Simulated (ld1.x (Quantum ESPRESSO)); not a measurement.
# bromine: variants of one PAW potential

Base potential:

* Element: bromine (Br)
* Generator: ld1.x (Quantum ESPRESSO) 7.5
* Type: PAW
* Functional: PBE
* Relativity: scalar-relativistic
* Frozen core: [Ar] 3d10
* Valence charge: 7
* Reference configuration: 4s2 4p3 (charge +2)
* Partial waves: 4s (bound): rcut 1.35, rcutus 1.45 bohr; 4s channel at -0.9 Ry: rcut 1.35, rcutus 1.45 bohr; 4p (bound): rcut 1.00, rcutus 1.40 bohr; 4p channel at -1.65 Ry: rcut 1.00, rcutus 1.40 bohr
* Local potential: all-electron potential smoothed inside 1.10 bohr (lloc = -1)
* Core correction: Bessel-smoothed model core inside 1.15 bohr
* Augmentation charge: PSQ, inside the norm-conserving radii

All-electron outer shells of the reference configuration (PBE, scalar-relativistic, ld1.x):

```tsv
shell	level (eV)	outermost node (bohr)	outermost maximum (bohr)
4s	-41.84	0.67	1.39
4p	-28.23	0.70	1.58
```

Cutoffs, loose and tight: the cutoffs (Ry, on a coarse ladder) from which the occupation-weighted sum of valence levels, in a spherical-Bessel basis at the reference potential, stays within 10 and 1 mRy of its value at 400 Ry. They do not see the model core or the augmentation charge, which bear on the density cutoff. Test errors are all-electron minus pseudo excitation energies from the reference, over the configurations 4s2 4p5; 4s2 4p4; 4s2 4p2; 4s2 4p5.3; 4s2 4p4.5; 4s2 4p1; 4s1 4p5. A dash means not determined; rows that change the core or the reference have their own tests. The largest error is taken over the tests solved by every variant that gives reliable tests at all: 4s2 4p2; 4s2 4p4; 4s2 4p4.5; 4s2 4p5; 4s2 4p5.3.

A true bound ghost makes a file unfit for plane-wave use even where its test errors are small: the radial tests pick states by their node count and pass the ghost by.

```tsv
change	outcome	cutoff, loose	cutoff, tight	bound ghosts	largest test error (meV)
base	generated	21 Ry	40 Ry	d	-21
core correction Bessel-smoothed model core inside 0.54 bohr	generated	21 Ry	40 Ry	d	-21
waves 4s (bound): rcut 1.35, rcutus 1.54 bohr; 4s channel at -0.9 Ry: rcut 1.35, rcutus 1.54 bohr	generated	21 Ry	40 Ry	d	-20
local potential all-electron potential smoothed inside 1.12 bohr (lloc = -1)	generated	21 Ry	45 Ry	d	-22
local potential all-electron potential smoothed inside 1.20 bohr (lloc = -1)	generated	21 Ry	45 Ry	d	-22
reference 4s2 4p5	generated	21 Ry	100 Ry	p	-256 over the solved tests; test run stopped at test 7 of 7 (negative rho)
wave 4p channel at -1.65 Ry: rcut 1.00, rcutus 1.40 bohr becomes 4p channel at -1.69 Ry: rcut 1.00, rcutus 1.40 bohr	generated	21 Ry	40 Ry	d	-21
functional LDA (PZ)	generated	21 Ry	45 Ry	d	-23
local potential all-electron potential smoothed inside 1.54 bohr (lloc = -1)	generated	21 Ry	45 Ry	d	-22
type TM; waves now 4p (bound): rc 1.40 bohr; 4s (bound): rc 1.45 bohr; local potential the s channel	generated	50 Ry	90 Ry	p	-14
```

Problem. What comes out with this change to the base: waves 4p (bound): rcut 1.00, rcutus 1.78 bohr; 4p channel at -1.65 Ry: rcut 1.00, rcutus 1.78 bohr?

Solution. outcome: generated; cutoff, loose: 18 Ry; cutoff, tight: 35 Ry; bound ghosts: d; largest test error (meV): -21.

Problem. What comes out with this change to the base: all radii but the core radius scaled by about 1.42 (s 2.06, p 1.98 bohr, rcut 1.92/1.42); local potential all-electron potential smoothed inside 1.56 bohr (lloc = -1)?

Solution. outcome: generated; cutoff, loose: 15 Ry; cutoff, tight: 21 Ry; bound ghosts: d; largest test error (meV): -21.
